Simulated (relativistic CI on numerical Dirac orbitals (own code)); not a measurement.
Radial parameters of Re XLI

Method of calculation: Dirac-Coulomb-Breit CI, separate exchange-only KLI orbitals for each configuration, a model potential for QED, unscaled Slater integrals (own radial code, finite nucleus).

Slater integrals F^k, G^k are unscaled and averaged over j, outside the closed core [Ar] 3d10; ζ comes from projecting the Hamiltonian with its Breit term on Σ l·s of the shell.

- 4s²4p⁵: ζ(4p) = 538800 cm⁻¹; <r>(4p) = 0.4048, <r^2>(4p) = 0.1855 (bohr units).
- 4s²4p⁴4d: F^2(4p,4p) = 251650, ζ(4p) = 539490, F^2(4p,4d) = 248080, G^1(4p,4d) = 306310, G^3(4p,4d) = 196810, ζ(4d) = 68045 cm⁻¹; <r>(4p) = 0.4048, <r^2>(4p) = 0.1856, <r>(4d) = 0.4033, <r^2>(4d) = 0.1859 (bohr units).
- 4s4p⁵4d: G^1(4s,4p) = 329400, ζ(4p) = 539170, G^2(4s,4d) = 243730, F^2(4p,4d) = 248040, G^1(4p,4d) = 306270, G^3(4p,4d) = 196780, ζ(4d) = 68386 cm⁻¹; <r>(4s) = 0.3944, <r^2>(4s) = 0.175, <r>(4p) = 0.4049, <r^2>(4p) = 0.1856, <r>(4d) = 0.4034, <r^2>(4d) = 0.186 (bohr units).

Averages of the first 10 configurations, taken without configuration mixing, which lowers the lowest level and can move excited configurations by several eV; other configurations of the list can lie among them:

| Configuration | Parity | States | Average energy above the lowest level (eV) |
| --- | --- | --- | --- |
| 4s²4p⁵ | odd | 6 | 35.1 |
| 4s4p⁶ | even | 2 | 218.3 |
| 4s²4p⁴4d | even | 150 | 243.2 |
| 4s4p⁵4d | odd | 120 | 421.6 |
| 4s²4p⁴4f | odd | 210 | 444.0 |
| 4s4p⁵4f | even | 168 | 622.6 |
| 4p⁶4d | even | 10 | 611.1 |
| 4s4p⁴4d² | even | 1350 | 628.1 |
| 4s²4p³4d4f | even | 2800 | 652.9 |
| 4p⁶4f | odd | 14 | 812.4 |
